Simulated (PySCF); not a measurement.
**Correlation energy of Pb (lead, neutral)**

[Xe] 4f14 5d10 6s1 6p3, high-spin 5S determinant (an excited configuration). All numbers are calculated (PySCF 2.14, the spin-free X2C one-electron Hamiltonian (Gaussian nucleus), in aug-cc-pwCVTZ-DK3). Frozen: [Xe] 4f14 5d10; 4 electrons correlated.

| level | correlation energy (mhartree) |
| --- | --- |
| CCSD | -18.91 |
| (T) | -0.28 |
| CCSD(T) | -19.19 |

Diagnostics: T1 = 0.0033, D1 = 0.0055, largest double amplitude 0.032.

Spin-orbit coupling is strong in this species (close to jj coupling), so the high-spin LS determinant is a model state, not a physical level.

Cost of the coupled-cluster step: roughly 30 core-seconds, for 4 correlated electrons.

Iterations:

```
CC2 = 0
CCSD nocc = (np.int64(4), np.int64(0)), nmo = (86, 86)
frozen orbitals [[0, 1, 2, 3, 4, 5, 6, 7, 8, 9, 10, 11, 12, 13, 14, 15, 16, 17, 18, 19, 20, 21, 22, 23, 24, 25, 26, 27, 28, 29, 30, 31, 32, 33, 34, 35, 36, 37, 38], [0, 1, 2, 3, 4, 5, 6, 7, 8, 9, 10, 11, 12, 13, 14, 15, 16, 17, 18, 19, 20, 21, 22, 23, 24, 25, 26, 27, 28, 29, 30, 31, 32, 33, 34, 35, 36, 37, 38]]
max_cycle = 100
direct = 0
conv_tol = 1e-08
conv_tol_normt = 1e-06
diis_space = 8
diis_start_cycle = 0
Init t2, MP2 energy = -0.0142629718471668
Init E_corr(UCCSD) = -0.0142629718613706
cycle = 1  E_corr(UCCSD) = -0.0176209595912827  dE = -0.00335798773  norm(t1,t2) = 0.0261224
cycle = 2  E_corr(UCCSD) = -0.0185255303273797  dE = -0.000904570736  norm(t1,t2) = 0.00826463
cycle = 3  E_corr(UCCSD) = -0.0189230916731839  dE = -0.000397561346  norm(t1,t2) = 0.00288627
cycle = 4  E_corr(UCCSD) = -0.0189133971460152  dE = 9.69452717e-06  norm(t1,t2) = 0.000353376
cycle = 5  E_corr(UCCSD) = -0.0189137671486509  dE = -3.70002636e-07  norm(t1,t2) = 3.8094e-05
cycle = 6  E_corr(UCCSD) = -0.0189136352990633  dE = 1.31849588e-07  norm(t1,t2) = 6.29035e-06
cycle = 7  E_corr(UCCSD) = -0.0189136891512684  dE = -5.38522051e-08  norm(t1,t2) = 6.16537e-07
cycle = 8  E_corr(UCCSD) = -0.0189136831930369  dE = 5.95823145e-09  norm(t1,t2) = 8.25244e-08
UCCSD converged
E(UCCSD) = -20877.77844957736  E_corr = -0.01891368319303695
UCCSD(T) correction = -0.000277774195137101
```

Spin-orbit coupling is strong in this species, so the high-spin LS determinant is a model state.
